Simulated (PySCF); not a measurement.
PySCF input for Cl3Si, SMILES Cl[Si](Cl)Cl (connectivity only; charge and spin as stated), charge +1, multiplicity 1, TDA-PBE/def2-SVPD. Geometry optimised at B3LYP-D3(BJ)/def2-SVP. The spin state was assumed, not searched. The isomer is the one that the SMILES or the coordinates give; other isomers of the formula were not compared.

```python
import numpy as np
from pyscf import gto, scf, dft, tdscf

mol = gto.M(
    atom='''
    Cl    1.97325199   -0.00000000    0.00000000
    Si   -0.00000000   -0.00000000   -0.00000000
    Cl   -0.98662600   -1.70888635    0.00000000
    Cl   -0.98662599    1.70888635    0.00000000
    ''',
    basis='def2-SVPD',
    charge=1,
    spin=0,
    symmetry=True,
    max_memory=1600,
    verbose=4,
)
mf = dft.RKS(mol, xc='pbe').density_fit(auxbasis='def2-universal-jkfit')
mf.grids.level = 3
mf.conv_tol = 1e-9
mf.max_cycle = 100
mf.kernel()
mf.grids = dft.Grids(mol).set(level=1).build(with_non0tab=True)  # coarser grid for the response kernel
td = tdscf.TDA(mf)
td.singlet = True
td.nstates = 10
td.conv_tol = 1e-4
td.positive_eig_threshold = 1e-6
td.kernel(x0=td.get_init_guess(mf, 15))
td.analyze()
tt = tdscf.TDA(mf)
tt.singlet = False
tt.nstates = 4
tt.conv_tol = 1e-4
tt.positive_eig_threshold = 1e-6
tt.kernel(x0=tt.get_init_guess(mf, 9))
tt.analyze(verbose=3)
```

Program output:

```
PySCF version 2.14.0

[INPUT] verbose = 4
[INPUT] num. atoms = 4
[INPUT] num. electrons = 64
[INPUT] charge = 1
[INPUT] spin (= nelec alpha-beta = 2S) = 0
[INPUT] symmetry True subgroup None
[INPUT] Mole.unit = angstrom
[INPUT] Symbol           X                Y                Z      unit          X                Y                Z       unit  Magmom
[INPUT]  1 Cl     1.973251990000   0.000000000000   0.000000000000 AA    3.728905835853   0.000000000000   0.000000000000 Bohr   0.0
[INPUT]  2 Si     0.000000000000   0.000000000000   0.000000000000 AA    0.000000000000   0.000000000000   0.000000000000 Bohr   0.0
[INPUT]  3 Cl    -0.986626000000  -1.708886350000   0.000000000000 AA   -1.864452927375  -3.229327179508   0.000000000000 Bohr   0.0
[INPUT]  4 Cl    -0.986625990000   1.708886350000   0.000000000000 AA   -1.864452908478   3.229327179508   0.000000000000 Bohr   0.0

nuclear repulsion = 325.715568414185
point group symmetry = D3h, use subgroup C2v
symmetry origin: [5.46571335e-17 0.00000000e+00 0.00000000e+00]
symmetry axis x: [0. 1. 0.]
symmetry axis y: [0. 0. 1.]
symmetry axis z: [1. 0. 0.]
num. orbitals of irrep A1 = 44
num. orbitals of irrep A2 = 12
num. orbitals of irrep B1 = 30
num. orbitals of irrep B2 = 19
number of shells = 43
number of NR pGTOs = 177
number of NR cGTOs = 105
basis = def2-SVPD
ecp = {}


[settings echo left out]
init E= -1669.48755122739
HOMO (B1) = -0.341289708279342  LUMO (A1) = -0.116981503742939  gap/eV = 6.10374
cycle= 1 E= -1668.61989725635  delta_E= 0.868  |g|= 0.429  |ddm|= 2.98
HOMO (B1) = -0.51968377652491  LUMO (B2) = -0.400684992195738  gap/eV = 3.23812
cycle= 2 E= -1668.39222293105  delta_E= 0.228  |g|= 0.992  |ddm|= 1.93
HOMO (B1) = -0.524714478732844  LUMO (B2) = -0.350574703826149  gap/eV = 4.73858
cycle= 3 E= -1668.68505025404  delta_E= -0.293  |g|= 0.0407  |ddm|= 1.25
HOMO (B1) = -0.518086433462876  LUMO (B2) = -0.342985049241494  gap/eV = 4.76475
cycle= 4 E= -1668.6854178733  delta_E= -0.000368  |g|= 0.00948  |ddm|= 0.0958
HOMO (B1) = -0.518481897266562  LUMO (B2) = -0.343249112952183  gap/eV = 4.76833
cycle= 5 E= -1668.68544196913  delta_E= -2.41e-05  |g|= 0.00086  |ddm|= 0.0119
HOMO (B1) = -0.518399852416849  LUMO (B2) = -0.343126622669167  gap/eV = 4.76943
cycle= 6 E= -1668.68544220946  delta_E= -2.4e-07  |g|= 0.000199  |ddm|= 0.00145
HOMO (B1) = -0.518425151096499  LUMO (B2) = -0.343139481015497  gap/eV = 4.76977
cycle= 7 E= -1668.68544221992  delta_E= -1.05e-08  |g|= 2.02e-05  |ddm|= 0.000273
HOMO (B1) = -0.518421925160889  LUMO (B2) = -0.343137673065246  gap/eV = 4.76973
cycle= 8 E= -1668.68544222004  delta_E= -1.21e-10  |g|= 6.56e-07  |ddm|= 2.83e-05
HOMO (B1) = -0.518421858792126  LUMO (B2) = -0.343137545623636  gap/eV = 4.76973
Extra cycle  E= -1668.68544222004  delta_E= -1.82e-12  |g|= 1.27e-06  |ddm|= 2.46e-06
converged SCF energy = -1668.68544222004
tot grids = 25360
Overwritten attributes  positive_eig_threshold  of <class 'pyscf.tdscf.rks.TDA'>


******** <class 'pyscf.tdscf.rks.TDA'> for <class 'pyscf.df.df_jk.DFSymAdaptedRKS'> ********
nstates = 10 singlet
deg_eia_thresh = 1.000e-03
wfnsym = None
conv_tol = 0.0001
eigh lindep = 1e-12
eigh level_shift = 0
eigh max_cycle = 100


Excitation energies (eV)
[4.84720119 5.2258346  5.69882107 5.69883895 5.80230981 5.8023162
 5.91493757 5.91494931 6.37475476 6.37478406]

** Singlet excitation energies and oscillator strengths **
Excited State   1:   A2      4.84720 eV    255.79 nm  f=0.0000
      32 -> 33        0.70697
Excited State   2:   B1      5.22583 eV    237.25 nm  f=0.0000
      32 -> 34        0.70622
Excited State   3:   A2      5.69882 eV    217.56 nm  f=0.0000
      29 -> 33       -0.70254
Excited State   4:   B2      5.69884 eV    217.56 nm  f=0.0000
      28 -> 33       -0.70254
Excited State   5:   A2      5.80231 eV    213.68 nm  f=0.0000
      30 -> 34       -0.70216
Excited State   6:   B2      5.80232 eV    213.68 nm  f=0.0000
      31 -> 34       -0.70216
Excited State   7:   B1      5.91494 eV    209.61 nm  f=0.0144
      29 -> 34       -0.46265
      30 -> 33        0.52487
Excited State   8:   A1      5.91495 eV    209.61 nm  f=0.0144
      28 -> 34       -0.46264
      31 -> 33       -0.52488
Excited State   9:   B1      6.37475 eV    194.49 nm  f=0.1039
      25 -> 34       -0.16761
      29 -> 34       -0.52155
      30 -> 33       -0.41939
      32 -> 35        0.12500
Excited State  10:   A1      6.37478 eV    194.49 nm  f=0.1039
      26 -> 34       -0.16761
      28 -> 34        0.52156
      31 -> 33       -0.41938
      32 -> 36        0.12499

** Transition electric dipole moments (AU) **
state          X           Y           Z        Dip. S.      Osc.
  1        -0.0000      0.0000      0.0000      0.0000      0.0000
  2        -0.0000     -0.0000     -0.0000      0.0000      0.0000
  3        -0.0000      0.0000      0.0000      0.0000      0.0000
  4        -0.0000     -0.0000     -0.0000      0.0000      0.0000
  5         0.0000     -0.0000      0.0000      0.0000      0.0000
  6        -0.0000     -0.0000      0.0000      0.0000      0.0000
  7         0.0000      0.3153      0.0000      0.0994      0.0144
  8         0.3153      0.0000     -0.0000      0.0994      0.0144
  9        -0.0000     -0.8155      0.0000      0.6651      0.1039
 10         0.8155     -0.0000      0.0000      0.6651      0.1039

** Transition velocity dipole moments (imaginary part, AU) **
state          X           Y           Z        Dip. S.      Osc.
  1         0.0000      0.0000      0.0000      0.0000      0.0000
  2         0.0000      0.0000     -0.0000      0.0000      0.0000
  3         0.0000     -0.0000      0.0000      0.0000      0.0000
  4         0.0000      0.0000     -0.0000      0.0000      0.0000
  5        -0.0000      0.0000     -0.0000      0.0000      0.0000
  6         0.0000      0.0000      0.0000      0.0000      0.0000
  7        -0.0000     -0.0287      0.0000      0.0008      0.0025
  8        -0.0287     -0.0000     -0.0000      0.0008      0.0025
  9        -0.0000     -0.0847     -0.0000      0.0072      0.0204
 10         0.0847      0.0000     -0.0000      0.0072      0.0204

** Transition magnetic dipole moments (imaginary part, AU) **
state          X           Y           Z
  1         0.0000     -0.0000      0.0000
  2        -0.0000      0.0000      0.2580
  3        -0.6293     -0.0000     -0.0000
  4        -0.0000      0.6293     -0.0000
  5        -0.3870      0.0000     -0.0000
  6         0.0000     -0.3870      0.0000
  7        -0.0000     -0.0000     -0.0000
  8         0.0000     -0.0000     -0.0000
  9         0.0000      0.0000     -0.0000
 10         0.0000     -0.0000     -0.0000


******** <class 'pyscf.tdscf.rks.TDA'> for <class 'pyscf.df.df_jk.DFSymAdaptedRKS'> ********
nstates = 4 triplet
deg_eia_thresh = 1.000e-03
wfnsym = None
conv_tol = 0.0001
eigh lindep = 1e-12
eigh level_shift = 0
eigh max_cycle = 100


Excitation energies (eV)
[4.67649226 4.8743296  5.11920964 5.11921567]

** Triplet excitation energies and oscillator strengths **
Excited State   1:   A2      4.67649 eV    265.12 nm  f=0.0000
Excited State   2:   B1      4.87433 eV    254.36 nm  f=0.0000
Excited State   3:   A1      5.11921 eV    242.19 nm  f=0.0000
Excited State   4:   B1      5.11922 eV    242.19 nm  f=0.0000
```

The run converged.
